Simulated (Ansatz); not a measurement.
`F[SiH](Cl)[GeH2][Cl]` + HBr → `[Cl][GeH2][Br]` + `F[SiH2]Cl`  (cleavage of the Ge–Si bond)

Gas-phase electronic energies from Ansatz, PBE0-D4/def2-TZVP geometries. CCSD(T)/CBS is the MP2 limit (def2-TZVPP, def2-QZVPP) plus CCSD(T) − MP2 in def2-TZVPP, frozen cores. This one scheme is used for every species. Functionals use def2-TZVPP. B3LYP here is the variant with VWN-RPA as its local correlation; programs differ in this. For Br, Ge outer-core shells are correlated without core-valence functions, which leaves a few kJ/mol of doubt a bond. Scalar relativity is left out up to krypton. One conformer a species, not always the lowest.

(1) Is it downhill or uphill in electronic energy at CCSD(T)/CBS, and by how much? (Best estimate.)

(2) What do these levels give: B3LYP-D4, BHLYP-D4, CAM-B3LYP-D4, PBE, revPBE, r2SCAN, B3LYP, r2SCANh, CAM-B3LYP, SCS-MP2/def2-TZVPP, HF/def2-QZVPP, MP2/def2-QZVPP? (An estimate is asked.)

Largest T1 diagnostic among the species: 0.011.

Answers

(1) Computed: Downhill: ΔE = -0.79 eV.

(2) Computed: B3LYP-D4 -0.76, BHLYP-D4 -0.84, CAM-B3LYP-D4 -0.78, PBE -0.70, revPBE -0.73, r2SCAN -0.79, B3LYP -0.82, r2SCANh -0.80, CAM-B3LYP -0.82, SCS-MP2/def2-TZVPP -0.89, HF/def2-QZVPP -1.05, MP2/def2-QZVPP -0.87 eV.

The D4 term adds +0.07 eV with B3LYP and +0.04 eV with PBE0; it sums over pairs of atoms, weighted by their polarisabilities, and B3LYP, whose exchange is more repulsive, gets the larger term. Leaving LDA and LC-ωPBE aside and taking each functional with its dispersion term where it has one, the values, not all of them listed here, spread over 0.19 eV, from B2PLYP to revPBE-D4. LDA lies +0.07 eV from PBE without D4.
